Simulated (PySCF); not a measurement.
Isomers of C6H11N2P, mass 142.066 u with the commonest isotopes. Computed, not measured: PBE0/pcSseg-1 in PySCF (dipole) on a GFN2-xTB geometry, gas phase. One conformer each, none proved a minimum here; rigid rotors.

Task: Order these by rotational constant B, smallest first.
A. `[CH3:1][CH:2]([CH3:3])[CH2:4][n:5]1[cH:6][p:7][cH:8][n:9]1` with C1–C2–C4–N5 -172°, C2–C4–N5–C6 -103°
B. `[CH3:1][CH2:2][CH2:3][CH2:4][n:5]1[cH:6][p:7][cH:8][n:9]1` with C1–C2–C3–C4 180°, C2–C3–C4–N5 -64°, C3–C4–N5–C6 -76°
C. `[CH3:1][c:2]1[n:3][n:4]([CH:5]([CH3:6])[CH3:7])[cH:8][p:9]1` with N3–N4–C5–C6 -61°
D. `CN(C)c1cn(C)cp1`

Result: B (738.8 MHz), A (764.5 MHz), C (959.6 MHz), D (1040 MHz).

Task: Order these by rotational constant C, smallest first.
A. `[CH3:1][c:2]1[n:3][n:4]([CH:5]([CH3:6])[CH3:7])[cH:8][p:9]1` with N3–N4–C5–C6 -61°
B. `CN(C)c1cn(C)cp1`
C. `[CH3:1][CH:2]([CH3:3])[CH2:4][n:5]1[cH:6][p:7][cH:8][n:9]1` with C1–C2–C4–N5 -172°, C2–C4–N5–C6 -103°

Result: C (711.9 MHz), B (752.0 MHz), A (819.5 MHz).

Task: Order these by out-of-plane moment Σ m c² = (Ia + Ib − Ic)/2, largest first.
A. `[CH3:1][CH2:2][CH2:3][CH2:4][n:5]1[cH:6][p:7][cH:8][n:9]1` with C1–C2–C3–C4 180°, C2–C3–C4–N5 -64°, C3–C4–N5–C6 -76°
B. `[CH3:1][CH:2]([CH3:3])[CH2:4][n:5]1[cH:6][p:7][cH:8][n:9]1` with C1–C2–C4–N5 -172°, C2–C4–N5–C6 -103°
C. `[CH3:1][c:2]1[n:3][n:4]([CH:5]([CH3:6])[CH3:7])[cH:8][p:9]1` with N3–N4–C5–C6 -61°
D. `CN(c1pcn(c1)C)C`

Result: A (77.12 u·Å²), C (55.52 u·Å²), B (46.46 u·Å²), D (6.26 u·Å²).

```csv
SMILES,point group,Ia (u·Å²),Ib (u·Å²),Ic (u·Å²),κ,μa (D),μb (D),μc (D)
CC(C)Cn1cpcn1,C1,141.73,661.06,709.88,-0.96,2.73,0.65,0.89
CCCCn1cpcn1,C1,177.60,684.04,707.40,-0.98,2.35,1.49,0.72
CN(C)c1cn(C)cp1,C1,198.45,486.16,672.09,-0.68,1.40,2.99,0.44
Cc1nn(C(C)C)cp1,Cs,201.10,526.66,616.70,-0.83,2.54,0.34,0.00
```
